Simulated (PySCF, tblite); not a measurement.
Isomers of C5H16SSi2, one GFN2-xTB conformer each. Single-point energies are computed at PBE0/pcSseg-1 (PySCF, gas phase, no added dispersion term), electronic only.

**Question.** Rank them by PBE0/pcSseg-1 energy, lowest first (kJ/mol).
A. `[CH3:1][CH2:2][Si@@H:3]([S:4][SiH3:5])[CH:6]([CH3:7])[CH3:8]` with C1–C2–Si3–S4 -173°, C2–Si3–S4–Si5 -51°, C2–Si3–C6–C7 -179°
B. `[CH3:1][SiH2:2][SiH2:3][CH2:4][C@H:5]([CH3:6])[CH2:7][SH:8]` with C1–Si2–Si3–C4 -171°, Si2–Si3–C4–C5 -45°, Si3–C4–C5–C6 -61°, C4–C5–C7–S8 -173°, C5–C7–S8–H 60°
C. `[CH3:1][Si@@H:2]([S:3][SiH3:4])[C:5]([CH3:6])([CH3:7])[CH3:8]` with C1–Si2–S3–Si4 -53°

**Answer.** C (0.0), A (11.4), B (158.4).

As drawn, the highest has an S–H bond and an Si–Si bond, which the lowest lacks. GFN2-xTB itself gives, in the same order: 0.0, 13.7, 195.4. Both levels put the same isomer lowest; measured from each level's own lowest isomer, the values differ by up to 37.0 kJ/mol (C[SiH2][SiH2]C[C@H](C)CS: 195.4 against 158.4).

**Question.** Which frontier levels, dipoles and rotational constants go with these structures?

**Answer.** 
| SMILES | HOMO (eV, PBE0/pcSseg-1) | LUMO (eV) | dipole (D) | A, B, C (MHz) |
| --- | --- | --- | --- | --- |
| C[Si@@H](S[SiH3])C(C)(C)C | -7.08 | 0.19 | 1.69 | 2084, 666.8, 588.6 |
| CC[Si@@H](S[SiH3])C(C)C | -7.04 | 0.15 | 1.84 | 1364, 797.3, 577.2 |
| C[SiH2][SiH2]C[C@H](C)CS | -6.77 | -0.10 | 1.80 | 2184, 440.7, 402.5 |

**Question.** What happens when harmonic zero-point energies from GFN2-xTB frequencies are added?

**Answer.** 
```csv
SMILES,ZPE (kJ/mol),electronic (kJ/mol),with ZPE (kJ/mol)
C[Si@@H](S[SiH3])C(C)(C)C,505.8,0.0,0.0
CC[Si@@H](S[SiH3])C(C)C,508.3,11.4,13.8
C[SiH2][SiH2]C[C@H](C)CS,495.6,158.4,148.2
```

The zero-point energies span 12.7 kJ/mol. The order is unchanged.

**Question.** As an exercise, what shares would exp(−E/RT) give at 2000 K from these electronic energies alone (no entropy, no degeneracies)?

**Answer.** RT = 16.629 kJ/mol: C[Si@@H](S[SiH3])C(C)(C)C 66.5 %, CC[Si@@H](S[SiH3])C(C)C 33.5 %, C[SiH2][SiH2]C[C@H](C)CS under 0.1 %.
